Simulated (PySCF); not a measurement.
## TlO(OH): PBE0 against B3LYP

Base calculation in PySCF with density fitting and no spin–orbit coupling, PBE0/def2-TZVP (scalar-relativistic core potentials): singlet, Cs, O–H 0.963 Å, Tl–O 1.858 Å, Tl–O 1.992 Å; H–O–Tl 110.0°, O–Tl–O 176.2°; wavenumbers 168, 171, 586, 776, 925, 3853 cm⁻¹; dipole moment 3.81 D, gap between the highest occupied and lowest empty levels 5.43 eV, polar-tensor charge of Tl 1.03 e, atomisation energy (no zero-point energy) 953 kJ/mol.

Task: What changes on going to B3LYP/def2-TZVP (scalar-relativistic core potentials)?

Result: The point group stays the same. Changes: mean bond to Tl +0.023 Å, highest wavenumber -69 cm⁻¹, lowest wavenumber -9 cm⁻¹, dipole moment -0.11 D, gap between the highest occupied and lowest empty levels -0.72 eV, polar-tensor charge of Tl -0.04 e, atomisation energy (no zero-point energy) +7 kJ/mol. The new structure has O–H 0.966 Å, Tl–O 1.878 Å, Tl–O 2.017 Å; H–O–Tl 109.9°, O–Tl–O 175.9°, with wavenumbers 159, 162, 556, 741, 914, 3784 cm⁻¹.

Spin–orbit coupling is large for TlO(OH) and is left out. Each species is the lowest minimum found with this bonding; other isomers or fragments can lie lower.
